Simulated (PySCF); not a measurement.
Trend along group 11: MS molecules

PBE0 with double-zeta basis sets in PySCF, for the lowest determinant that a PBE0 search found; no spin–orbit coupling. De refers to high-spin ground-configuration atoms. A positive dipole means M(−)S(+).

```tsv
M	basis	state (unpaired electrons)	Re (Å)	ωe (cm⁻¹)	De (eV)	μ (D)
Cu	cc-pVDZ-PP/cc-pV(D+d)Z	doublet (π ↑)	2.051	429	2.97	-4.06
Ag	cc-pVDZ-PP/cc-pV(D+d)Z	doublet (π ↑)	2.291	334	2.24	-4.31
Au	cc-pVDZ-PP/cc-pV(D+d)Z	doublet (π ↑)	2.200	392	2.51	-2.65
```

The shortest bond is that of CuS (2.051 Å), the longest that of AgS (2.291 Å). CuS is bound most strongly (2.97 eV) and AgS least (2.24 eV).

Down a group the atoms grow and get heavier, so bonds lengthen and wavenumbers fall; the exceptions here are the shorter bond at Au and the higher wavenumber at Au. Relativity and the filled 4f shell contract the atoms of the sixth period.

Spin–orbit coupling is left out, which matters for elements this heavy, above all for dissociation energies. The state is the lowest single determinant that the PBE0 search found; with open d or f shells the true ground state can be another one.
